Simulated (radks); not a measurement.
Q: Method: non-relativistic Kohn-Sham, LB94 model potential, spin-polarised, spherical densities, point nucleus; open shells are filled with parallel spins first (spin-orbit coupling, left out, can overturn this in heavy ions); computed with a radial shooting solver on a logarithmic mesh with Libxc functionals. Response by self-consistent Sternheimer equations with the Hartree and adiabatic LDA kernel. For heavy and open-shell atoms this level of theory can miss by tens of per cent. Rank Ag+, Ag5+, Ag2+, Ag, Ag6+, Ag3+, Ag4+ (NIST ground configurations) by static dipole polarisability, largest first.

A: Ag 38.76, Ag+ 8.890, Ag2+ 5.617, Ag3+ 3.894, Ag4+ 2.866, Ag5+ 2.201, Ag6+ 1.748 bohr^3.
